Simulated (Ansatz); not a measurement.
Basis-set extrapolation for CH3BClFOSi (`F[Si@H](Cl)[C@H]1BO1`) (PBE0-D4/def2-TZVP geometry, frozen core, Ansatz). Multiplicity 1, RHF reference.

```csv
,def2-TZVPP,def2-QZVPP
HF,-987.271102,-987.304374
MP2 correlation,-1.040617,-1.129670
CCSD(T) correlation,-1.119654,not run
```

Energies in hartree. Use E(X) = E(∞) + A·exp(−7.88·√X) for Hartree–Fock and E(X) = E(∞) + B·X^(−2.97) for correlation, with X = 3 and 4, and add CCSD(T) minus MP2 of the smaller set to the MP2 limit.

Q: What is the CCSD(T) energy at the basis-set limit?

A: HF limit: -987.304374 + (-0.033272) × 0.13774 = -987.30896. MP2 limit: -1.129670 + (-0.089053) × 0.74074 = -1.19564. Higher-order term: -1.119654 − (-1.040617) = -0.07904. Total: -988.58364 hartree, 506.4 kJ/mol below CCSD(T)/def2-TZVPP.
